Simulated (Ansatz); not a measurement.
System: sum formula H$_{3}$SiSO$_{2}$, net charge 0, doublet state. It need not be the lowest isomer of its formula. 
Coordinates optimised at B3LYP-D3(BJ)/def2-TZVP (Ansatz, a quantum-chemistry and plane-wave program):
SMILES: O[Si](O)S
```xyz
7

O      1.3585     0.4194    -1.0590
Si    -0.1760     0.3852    -0.4403
O     -0.2767     1.7180     0.5178
S     -0.4012    -1.4471     0.7002
H      1.6199    -0.3023    -1.6386
H      0.3481     2.4305     0.3441
H     -1.7392    -1.4660     0.5843
```
Charge 0, spin multiplicity 2.

Wanted: atomisation energy (electronic, to ground-state atoms), in kJ/mol. Correlated levels leave the core frozen unless marked. Open shells are spin-unrestricted. No spin-orbit coupling. No relativistic terms. The coupled-cluster limit lacks core correlation, which all-electron functionals hold. CBS marks a two-point X^-3 extrapolation of the correlation energy; Hartree-Fock from the larger set. The bracket is a focal-point correction in the basis named.

```csv
level,program,atomisation energy (kJ/mol),minus last row
HF/STO-3G,Ansatz,1576.9,-921.0
r2SCAN-D4/def2-TZVPD,Ansatz + dftd4,2498.3,0.4
B97M-V/def2-TZVPD,Ansatz,2485.8,-12.1
B3LYP-D3(BJ)/def2-TZVPD,Ansatz + dftd3,2463.0,-34.9
PBE0-D4/def2-TZVP,Ansatz + dftd4,2450.0,-47.9
PBE0/def2-TZVP,Ansatz,2437.0,-60.9
BHLYP-D4/def2-TZVPD,Ansatz + dftd4,2357.1,-140.8
r2SCANh-D4/def2-TZVPD,Ansatz + dftd4,2470.8,-27.1
r2SCAN0/def2-TZVPD,Ansatz,2426.9,-71.0
HSE06-D4/def2-TZVPD,Ansatz + dftd4,2457.9,-40.0
HSE06/def2-TZVPD,Ansatz,2445.8,-52.1
wB97M-V/def2-TZVPD,Ansatz,2483.2,-14.7
SCS-MP2/STO-3G,Ansatz,1884.9,-613.0
CCSD/6-31G,Ansatz,1722.1,-775.8
CCSD/cc-pV(D+d)Z,Ansatz,2152.7,-345.2
CCSD/aug-cc-pV(Q+d)Z,Ansatz,2415.3,-82.6
CCSD/cc-pV(Q+d)Z,Ansatz,2405.1,-92.8
CCSD(T)/6-31G*,Ansatz,2127.7,-370.2
"RI-MP2/CBS(aug-cc-pV(T+d)Z,aug-cc-pV(Q+d)Z)+[CCSD(T)-MP2]/aug-cc-pV(D+d)Z",Ansatz,2492.3,-5.6
"RI-MP2/CBS(aug-cc-pV(T+d)Z,aug-cc-pV(Q+d)Z)+[CCSD(T)-MP2]/aug-cc-pV(Q+d)Z",Ansatz,2496.5,-1.4
"CCSD(T)/CBS(aug-cc-pV(T+d)Z,aug-cc-pV(Q+d)Z)",Ansatz,2497.9,0.0
```
